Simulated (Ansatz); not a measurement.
Consider the ligand exchange at a Ge–Cl bond: `C[O][GeH]([F])[Cl]` + CH₃OH → `C[O][GeH]([F])[O]C` + HCl.

Calculated with Ansatz (gas phase, PBE0-D4/def2-TZVP geometries, no zero-point term in ΔE). CCSD(T)/CBS is the MP2 limit (def2-TZVPP, def2-QZVPP) plus CCSD(T) − MP2 in def2-TZVPP, frozen cores. This one scheme is used for every species. DFT in def2-TZVPP. For Ge outer-core shells are correlated without core-valence functions, which leaves a few kJ/mol of doubt a bond. Scalar relativity is left out up to krypton. One conformer a species, not always the lowest.

```json
{"level": "PBE0-D4", "ΔE (kJ/mol)": "34.3"}
{"level": "ωB97M-V", "ΔE (kJ/mol)": "28.6"}
```

(1) What does CCSD(T)/CBS give? (Estimate.)

Largest T1 diagnostic among the species: 0.012.

## Answers

(1) The calculation gave: +24.8 kJ/mol. The listed levels differ from it by 9.5, 3.8 kJ/mol.

In def2-TZVPP, CCSD(T) changes the Hartree–Fock value by −8.5 kJ/mol (the triples alone add −0.5 kJ/mol) and MP2 by −6.4 kJ/mol.
